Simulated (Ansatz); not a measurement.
Reaction (ligand exchange at a Ge–I bond): `[F][GeH]([Cl])[I]` + NH₃ → `[NH2][GeH]([F])[Cl]` + HI

Program: Ansatz. Geometries: PBE0-D4/def2-TZVP. ΔE: electronic, gas phase. CCSD(T)/CBS is the MP2 limit (def2-TZVPP, def2-QZVPP) plus CCSD(T) − MP2 in def2-TZVPP, frozen cores. This one scheme is used for every species. Functionals use def2-TZVPP. def2 core potentials past Kr. For Ge, I outer-core shells are correlated without core-valence functions, which leaves a few kJ/mol of doubt a bond. Scalar relativity is left out up to krypton. One conformer a species, not always the lowest.

```tsv
level	ΔE (kJ/mol)	difference from CCSD(T)/CBS
revPBE-D4	61.4	5.6
r2SCANh-D4	58.6	2.8
ωB97X-V	51.5	-4.3
ωB97M-V	53.6	-2.2
B2PLYP	54.0	-1.8
revPBE	62.9	7.1
BLYP	57.2	1.4
r2SCANh	58.3	2.5
MP2/def2-TZVPP	54.2	-1.6
HF/def2-QZVPP	50.0	-5.8
CCSD(T)/CBS	55.8	0
```

Largest T1 diagnostic among the species: 0.011.

At CCSD(T), def2-SVP lies −14.9 kJ/mol from the extrapolated value and def2-TZVPP −8.4 kJ/mol. From BLYP to BHLYP (50 % exact exchange), in def2-TZVPP and without D4, ΔE moves by −4.4 kJ/mol.
